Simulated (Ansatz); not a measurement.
The Se3–H4 bond of H2SeZn (SMILES [ZnH][SeH]) is stretched (multiplicity 1, the rest rigid).
Geometry at rest (charge 0, multiplicity 1):
```xyz
4

Zn    -0.70919    -0.50984    -0.82880
H     -1.61369    -1.16460    -1.88282
Se     0.65396     0.50525     0.74073
H      0.65501    -0.71868     1.56184
```

Frozen-core correlation. Filled d and f shells under p-block atoms count as core.

Run with Ansatz (a program for electronic structure). Values without a source in brackets are computed.

Energies above the point at 1.474 Å (the B3LYP-D3(BJ) bond length), FIC-MRCISD+Q on CASSCF(4,3)/def2-TZVPP (kcal/mol): 6.57 at 1.326 Å; 4.39 at 1.621 Å; 82.28 at 4.716 Å.

### Question
Take the last value as the depth D of a Morse curve D(1 − e^(−a(R − R₀)))², fit a and R₀ to the two near points, and test it at 1.990 and 2.579 Å.

### Answer

With D = 82.3, both near points (counted from the curve's value at 1.474 Å) are met by a = 1.74 Å⁻¹ and R₀ = 1.470 Å, so k = 2Da² = 496 kcal/(mol Å²). The curve then gives 29.1 and 60.0 kcal/mol; the level itself gives 30.5 and 65.1, so Morse is off by -1.4 and -5.0.

Doubts at one or more of the structures used: active orbitals that take no part (FIC-MRCISD+Q on CASSCF(4,3)/def2-TZVPP).
